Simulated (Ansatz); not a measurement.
C₃FN₃Sn, SMILES `N#[C][Sn]([F])([C]#N)[C]#N`, relaxed with RKS PBE-D4/def2-SVP in Ansatz from a rough embedded geometry. The force threshold is 0.03 eV/Å; the program also tests the step.

The species carries charge 0 and has multiplicity 1. Sn: def2 effective core potential.

Start:

```xyz
8

N    -2.038    1.880   -1.522
C    -1.176    1.267   -0.954
Sn    0.330    0.225    0.119
F     1.724    1.564    0.566
C     1.109   -1.271   -1.070
N     1.540   -2.126   -1.756
C    -0.523   -0.547    1.835
N    -0.966   -0.990    2.784
```

Q: How much energy does the relaxation release, and in how many steps? (An estimate is asked.)

A: The calculation gave: 4.24 kcal/mol, in 2 steps.

Q: Which bonds change most? (Best estimate.)

A: Ansatz gave: Sn3–F4 from 1.984 to 1.936 Å; Sn3–C5 from 2.063 to 2.101 Å; C7–N8 from 1.138 to 1.173 Å; Sn3–C7 from 2.066 to 2.101 Å.

Q: Give the relaxed structure. (Best estimate.)

A: Computed: 
```xyz
8

N    -2.018    1.906   -1.551
C    -1.192    1.302   -0.978
Sn    0.277    0.244    0.089
F     1.681    1.490    0.562
C     1.124   -1.273   -1.093
N     1.584   -2.121   -1.760
C    -0.512   -0.548    1.869
N    -0.944   -1.001    2.861
```
